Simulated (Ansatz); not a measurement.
The first iterations of a band of FH7O4SiTi (14 atoms, charge 0, multiplicity 1).

Computed with Ansatz, RKS PBE/def2-SVP.

| Quantity | Value |
| --- | --- |
| movable images | 9 |
| climbing image | yes |
| spring | 5.0 eV/Å² |
| optimiser | quadratic models (default) |
| start path | through a guess of the saddle point |
| force threshold | 0.05 eV/Å |
| iteration limit | 60 |
| end points | relaxed |

Image 0:

```xyz
14
Properties=species:S:1:pos:R:3
Ti -0.091 -0.347 0.241
O -0.399 -0.582 2.056
Si -1.383 0.092 3.231
H -2.759 0.361 2.663
H -1.527 -0.869 4.380
H -0.819 1.389 3.744
F 1.210 0.727 -0.278
O -1.555 0.615 -0.148
H -2.454 0.644 0.225
O -0.371 -1.836 -0.817
H -1.065 -1.802 -1.500
O 1.566 -1.868 0.834
H 1.197 -2.559 0.239
H 1.217 -2.089 1.722
```

Image 10:

```xyz
14
Properties=species:S:1:pos:R:3
Ti 0.061 -0.563 0.092
O 0.130 -0.447 2.383
Si -1.220 0.056 3.316
H -2.449 -0.768 3.073
H -0.817 -0.127 4.756
H -1.429 1.508 3.043
F 1.365 0.629 0.008
O -1.611 0.092 0.514
H -2.137 0.546 -0.169
O -0.167 -0.958 -1.650
H -0.793 -1.563 -2.083
O 0.504 -2.256 0.733
H 0.907 -2.891 0.115
H 0.422 -1.384 2.463
```

| iteration | highest image above the first end (eV) | largest band force component (eV/Å) |
| --- | --- | --- |
| 1 | 9.767 | 71.265 |
| 2 | 1.479 | 13.039 |
| 3 | 1.184 | 7.952 |
| 4 | 0.947 | 2.949 |
| 5 | 0.876 | 1.119 |
| 6 | 0.751 | 0.765 |
| 7 | 0.720 | 0.849 |
| 8 | 0.690 | 0.614 |
| 9 | 0.683 | 0.559 |
| 10 | 0.632 | 0.495 |
| 11 | 0.694 | 0.389 |

Problem. Does the band converge within its limit, and where does its top end?

Solution. The forces met the threshold. It ended after 34 iterations with the highest image 0.627 eV above the first end. A vibrational analysis at the climbing image gives one clearly imaginary mode, 652i cm⁻¹: a first-order saddle point. The orbitals stay closed-shell, which can raise the energy where a bond breaks towards radicals; this wasn't checked here.

Time of the run: 11 min on 4 threads of Arm Neoverse V2, on a shared host, peak memory 0.26 GiB.
